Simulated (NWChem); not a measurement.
System: GeH3, doublet; SMILES [GeH3]

NWChem input:

```
start job
memory heap 200 mb stack 900 mb global 1100 mb
geometry units angstroms noautoz
  Ge     0.000000     0.000000    -0.090979
  H     -0.509300    -1.376910    -0.562508
  H     -0.937789     1.129522    -0.562508
  H      1.447089     0.247388    -0.562508
end
basis spherical
  Ge library def2-tzvp
  H library def2-tzvp
end
dft
  odft
  mult 2
  xc xperdew91 perdew91
  iterations 150
  mulliken
end
task dft energy
```

NWChem printed, in part:

```
             Northwest Computational Chemistry Package (NWChem) 7.3.0
             --------------------------------------------------------

 C3V symmetry detected

                             Geometry "geometry" -> ""
                             -------------------------

 Output coordinates in angstroms (scale by  1.889725989 to convert to a.u.)

  No.       Tag          Charge          X              Y              Z
 ---- ---------------- ---------- -------------- -------------- --------------
    1 Ge                  32.0000     0.00000000     0.00000000     0.04041677
    2 H                    1.0000     1.03809145     1.03809145    -0.43111223
    3 H                    1.0000     0.37996784    -1.41805930    -0.43111223
    4 H                    1.0000    -1.41805930     0.37996784    -0.43111223

 Effective nuclear repulsion energy (a.u.)      33.5702981760

      Symmetry information
      --------------------

 Group name             C3v
 Group number             17
 Group order               6
 No. of unique centers     2

  perdew91 is a nonlocal functional; adding pw91lda local functional.

                                 NWChem DFT Module
                                 -----------------

 Summary of "ao basis" -> "ao basis" (spherical)
 ------------------------------------------------------------------------------
       Tag                 Description            Shells   Functions and Types
 ---------------- ------------------------------  ------  ---------------------
 Ge                        def2-tzvp                16       48   6s5p4d1f
 H                         def2-tzvp                 4        6   3s1p

      Symmetry analysis of basis
      --------------------------

        a1         22
        a2          2
        e          42

  Rotation of axis

            General Information
            -------------------
          SCF calculation type: DFT
          Wavefunction type:  spin polarized.
          No. of atoms     :     4
          No. of electrons :    35
           Alpha electrons :    18
            Beta electrons :    17
          Charge           :     0
          Spin multiplicity:     2
          Use of symmetry is: on ; symmetry adaption is: on
          Maximum number of iterations: 150
          AO basis - number of functions:    66
                     number of shells:    28
          Convergence on energy requested:  1.00D-06
          Convergence on density requested:  1.00D-05
          Convergence on gradient requested:  5.00D-04

              XC Information
              --------------
                 Perdew 1991   Exchange Functional  1.000
                Perdew 1991 Correlation Functional  1.000 non-local
            Perdew 1991 LDA Correlation Functional  1.000 local

             Grid Information
             ----------------
          Grid used for XC integration:  medium
          Radial quadrature: Mura-Knowles
          Angular quadrature: Lebedev.
          Tag              B.-S. Rad. Rad. Pts. Rad. Cut. Ang. Pts.
          ---              ---------- --------- --------- ---------
          Ge                  1.25      112           7.0       590
          H                   0.35       45           8.0       434
          Grid pruning is: on
          Number of quadrature shells:   157
          Spatial weights used:  Erf1

      Superposition of Atomic Density Guess
      -------------------------------------

 Sum of atomic energies:       -2076.80548995

      Non-variational initial energy
      ------------------------------

 Total energy =   -2076.935188
 1-e energy   =   -2963.059740
 2-e energy   =     852.554253
 HOMO         =      -0.141801
 LUMO         =       0.092917

   Symmetry analysis of molecular orbitals - initial alpha
   -------------------------------------------------------

  Numbering of irreducible representations:

     1 a1          2 a2          3 e

  Orbital symmetries:

     1 a1          2 a1          3 e           4 e           5 a1
     6 a1          7 e           8 e           9 a1         10 e
    11 e          12 e          13 e          14 a1         15 a1
    16 e          17 e          18 a1         19 a1         20 e
    21 e          22 a1         23 e          24 e          25 e
    26 e          27 a1         28 a1

   Symmetry analysis of molecular orbitals - initial beta
   ------------------------------------------------------

  Numbering of irreducible representations:

     1 a1          2 a2          3 e

  Orbital symmetries:

     1 a1          2 a1          3 e           4 e           5 a1
     6 a1          7 e           8 e           9 a1         10 e
    11 e          12 e          13 e          14 a1         15 a1
    16 e          17 e          18 a1         19 a1         20 e
    21 e          22 a1         23 e          24 e          25 e
    26 e          27 a1         28 a1

     ---------------------------------------------
      Total Density - Mulliken Population Analysis
     ---------------------------------------------

    Atom       Charge   Shell Charges
 -----------   ------   -------------------------------------------------------
    1 Ge  32    31.93   2.00  2.00  1.17  0.79  0.85  0.70  5.98  4.42  1.58  1.18  1.18  8.90  1.10  0.01  0.05  0.01
    2 H    1     1.02   0.21  0.54  0.26  0.01
    3 H    1     1.02   0.21  0.54  0.26  0.01
    4 H    1     1.02   0.21  0.54  0.26  0.01

     --------------------------------------------
      Spin Density - Mulliken Population Analysis
     --------------------------------------------

    Atom       Charge   Shell Charges
 -----------   ------   -------------------------------------------------------
    1 Ge  32     0.88   0.00  0.00  0.00 -0.00  0.04  0.07  0.00  0.01 -0.01  0.28  0.49  0.00  0.00 -0.00 -0.00  0.00
    2 H    1     0.04   0.01  0.02  0.01  0.00
    3 H    1     0.04   0.01  0.02  0.01  0.00
    4 H    1     0.04   0.01  0.02  0.01  0.00

   convergence    iter        energy       DeltaE   RMS-Dens  Diis-err
 ---------------- ----- ----------------- --------- --------- ---------
 d= 0,ls=0.0,diis     1  -2078.8664320900 -2.11D+03  4.98D-03  1.43D-01
                                                     2.94D-03  1.33D-01
 d= 0,ls=0.0,diis     2  -2078.8878477747 -2.14D-02  1.88D-03  1.72D-02
                                                     1.65D-03  1.80D-02
 d= 0,ls=0.0,diis     3  -2078.8912918801 -3.44D-03  4.39D-04  5.79D-03
                                                     3.70D-04  5.54D-03
 d= 0,ls=0.0,diis     4  -2078.8921978232 -9.06D-04  1.81D-04  1.48D-04
                                                     1.26D-04  1.39D-04
 d= 0,ls=0.0,diis     5  -2078.8922474468 -4.96D-05  2.13D-05  3.56D-06
                                                     2.72D-05  3.85D-06
  Resetting Diis
 d= 0,ls=0.0,diis     6  -2078.8922493922 -1.95D-06  6.85D-06  2.16D-07
                                                     4.05D-06  1.23D-07
 d= 0,ls=0.0,diis     7  -2078.8922495276 -1.35D-07  2.85D-06  1.29D-08
                                                     2.02D-06  8.56D-09

         Total DFT energy =    -2078.892249527577
      One electron energy =    -2962.815205859752
           Coulomb energy =      930.582380602933
    Exchange-Corr. energy =      -80.229722446723
 Nuclear repulsion energy =       33.570298175965

 Numeric. integr. density =       35.000017561289

                  Occupations of the irreducible representations
                  ----------------------------------------------

                     irrep           alpha         beta
                     --------     --------     --------
                     a1                8.0          7.0
                     a2                0.0          0.0
                     e                10.0         10.0

                    DFT Final Alpha Molecular Orbital Analysis
                    ------------------------------------------

 Vector   16  Occ=1.000000D+00  E=-3.165231D-01  Symmetry=e
              MO Center= -3.3D-01, -3.4D-01, -2.7D-01, r^2= 2.3D+00
   Bfn.  Coefficient  Atom+Function         Bfn.  Coefficient  Atom+Function
  ----- ------------  ---------------      ----- ------------  ---------------
    17     -0.247565  1 Ge py                16      0.240785  1 Ge px
    56      0.237678  3 H  s                 62     -0.233898  4 H  s
    55      0.143328  3 H  s                 61     -0.141048  4 H  s
    20     -0.138033  1 Ge py                19      0.134253  1 Ge px
    57      0.130888  3 H  s                 63     -0.128806  4 H  s

 Vector   17  Occ=1.000000D+00  E=-3.165231D-01  Symmetry=e
              MO Center=  3.3D-01,  3.4D-01, -2.7D-01, r^2= 2.3D+00
   Bfn.  Coefficient  Atom+Function         Bfn.  Coefficient  Atom+Function
  ----- ------------  ---------------      ----- ------------  ---------------
    50      0.272265  2 H  s                 16      0.247565  1 Ge px
    17      0.240785  1 Ge py                49      0.164184  2 H  s
    51      0.149934  2 H  s                 62     -0.139406  4 H  s
    19      0.138033  1 Ge px                20      0.134253  1 Ge py
    56     -0.132859  3 H  s                 10     -0.120756  1 Ge px

 Vector   18  Occ=1.000000D+00  E=-1.929936D-01  Symmetry=a1
              MO Center= -2.3D-15, -1.5D-15,  3.3D-01, r^2= 2.4D+00
   Bfn.  Coefficient  Atom+Function         Bfn.  Coefficient  Atom+Function
  ----- ------------  ---------------      ----- ------------  ---------------
    21      0.479521  1 Ge pz                18      0.463253  1 Ge pz
     6      0.338859  1 Ge s                  5      0.210387  1 Ge s
    12     -0.205059  1 Ge pz                 4     -0.100424  1 Ge s
    50     -0.096781  2 H  s                 56     -0.096781  3 H  s
    62     -0.096781  4 H  s                 51     -0.091478  2 H  s

 Vector   19  Occ=0.000000D+00  E=-3.897667D-03  Symmetry=a1
              MO Center=  3.5D-15, -4.0D-15, -3.6D-01, r^2= 4.7D+00
   Bfn.  Coefficient  Atom+Function         Bfn.  Coefficient  Atom+Function
  ----- ------------  ---------------      ----- ------------  ---------------
     6      1.686091  1 Ge s                 51     -0.927796  2 H  s
    57     -0.927796  3 H  s                 63     -0.927796  4 H  s
    21     -0.688504  1 Ge pz                 5      0.397349  1 Ge s
     4     -0.189778  1 Ge s                  3     -0.156219  1 Ge s
    18     -0.155015  1 Ge pz                50     -0.097562  2 H  s

 Vector   20  Occ=0.000000D+00  E= 1.740468D-02  Symmetry=e
              MO Center=  4.4D-02, -4.8D-02,  5.5D-02, r^2= 4.1D+00
   Bfn.  Coefficient  Atom+Function         Bfn.  Coefficient  Atom+Function
  ----- ------------  ---------------      ----- ------------  ---------------
    19      1.442884  1 Ge px                63      1.200995  4 H  s
    51     -0.903642  2 H  s                 57     -0.297353  3 H  s
    16      0.278581  1 Ge px                62      0.160684  4 H  s
    10     -0.133151  1 Ge px                50     -0.120901  2 H  s
    61      0.090840  4 H  s                 22      0.071385  1 Ge d -2

 Vector   21  Occ=0.000000D+00  E= 1.740468D-02  Symmetry=e
              MO Center= -4.4D-02,  4.8D-02,  5.5D-02, r^2= 4.1D+00
   Bfn.  Coefficient  Atom+Function         Bfn.  Coefficient  Atom+Function
  ----- ------------  ---------------      ----- ------------  ---------------
    20      1.442884  1 Ge py                57      1.215113  3 H  s
    51     -0.865072  2 H  s                 63     -0.350041  4 H  s
    17      0.278581  1 Ge py                56      0.162573  3 H  s
    11     -0.133151  1 Ge py                50     -0.115740  2 H  s
    55      0.091908  3 H  s                 26      0.071385  1 Ge d  2

                     DFT Final Beta Molecular Orbital Analysis
                     -----------------------------------------

 Vector   15  Occ=1.000000D+00  E=-4.894377D-01  Symmetry=a1
              MO Center=  4.3D-18, -7.5D-17, -2.0D-01, r^2= 1.7D+00
   Bfn.  Coefficient  Atom+Function         Bfn.  Coefficient  Atom+Function
  ----- ------------  ---------------      ----- ------------  ---------------
     5      0.589353  1 Ge s                  6      0.302102  1 Ge s
     4     -0.272462  1 Ge s                  3     -0.225666  1 Ge s
    50      0.108638  2 H  s                 56      0.108638  3 H  s
    62      0.108638  4 H  s                  2      0.100153  1 Ge s
    49      0.079495  2 H  s                 55      0.079495  3 H  s

 Vector   16  Occ=1.000000D+00  E=-3.088487D-01  Symmetry=e
              MO Center=  1.9D-01,  4.4D-01, -2.8D-01, r^2= 2.3D+00
   Bfn.  Coefficient  Atom+Function         Bfn.  Coefficient  Atom+Function
  ----- ------------  ---------------      ----- ------------  ---------------
    16      0.278785  1 Ge px                50      0.268982  2 H  s
    17      0.189270  1 Ge py                62     -0.179041  4 H  s
    49      0.162430  2 H  s                 51      0.160448  2 H  s
    19      0.148727  1 Ge px                10     -0.137776  1 Ge px
    61     -0.108118  4 H  s                 63     -0.106799  4 H  s

 Vector   17  Occ=1.000000D+00  E=-3.088487D-01  Symmetry=e
              MO Center= -1.9D-01, -4.4D-01, -2.8D-01, r^2= 2.3D+00
   Bfn.  Coefficient  Atom+Function         Bfn.  Coefficient  Atom+Function
  ----- ------------  ---------------      ----- ------------  ---------------
    17      0.278785  1 Ge py                56     -0.258666  3 H  s
    62      0.207224  4 H  s                 16     -0.189270  1 Ge px
    55     -0.156201  3 H  s                 57     -0.154295  3 H  s
    20      0.148727  1 Ge py                11     -0.137776  1 Ge py
    61      0.125136  4 H  s                 63      0.123610  4 H  s

 Vector   18  Occ=0.000000D+00  E=-1.389597D-01  Symmetry=a1
              MO Center= -1.6D-16,  1.6D-16,  2.8D-01, r^2= 2.6D+00
   Bfn.  Coefficient  Atom+Function         Bfn.  Coefficient  Atom+Function
  ----- ------------  ---------------      ----- ------------  ---------------
    21      0.495638  1 Ge pz                 6      0.420871  1 Ge s
    18      0.406919  1 Ge pz                 5      0.246874  1 Ge s
    12     -0.198923  1 Ge pz                51     -0.125191  2 H  s
    57     -0.125191  3 H  s                 63     -0.125191  4 H  s
     4     -0.112946  1 Ge s                 50     -0.100849  2 H  s

 Vector   19  Occ=0.000000D+00  E= 5.747110D-03  Symmetry=a1
              MO Center=  6.6D-14, -3.7D-15, -3.5D-01, r^2= 4.9D+00
   Bfn.  Coefficient  Atom+Function         Bfn.  Coefficient  Atom+Function
  ----- ------------  ---------------      ----- ------------  ---------------
     6      1.721907  1 Ge s                 51     -0.959682  2 H  s
    57     -0.959682  3 H  s                 63     -0.959682  4 H  s
    21     -0.693203  1 Ge pz                 5      0.403050  1 Ge s
     4     -0.189853  1 Ge s                 18     -0.171096  1 Ge pz
     3     -0.160091  1 Ge s                 50     -0.080270  2 H  s

 Vector   20  Occ=0.000000D+00  E= 3.165429D-02  Symmetry=e
              MO Center= -2.4D-03,  9.5D-02, -2.0D-02, r^2= 4.2D+00
   Bfn.  Coefficient  Atom+Function         Bfn.  Coefficient  Atom+Function
  ----- ------------  ---------------      ----- ------------  ---------------
    20      1.400056  1 Ge py                57      1.310358  3 H  s
    63     -0.790235  4 H  s                 19     -0.559614  1 Ge px
    51     -0.520123  2 H  s                 17      0.251965  1 Ge py
    56      0.162198  3 H  s                 11     -0.124478  1 Ge py
    16     -0.100713  1 Ge px                62     -0.097817  4 H  s

     ---------------------------------------------
      Total Density - Mulliken Population Analysis
     ---------------------------------------------

[...]
```

Level: PW91/def2-TZVP, spin-unrestricted. In the optimisation the excess spin sits in a (C3, its own frame). Geometry: optimised at PBE0/def2-SVP, spin-unrestricted. No stability test was run on the SCF state.
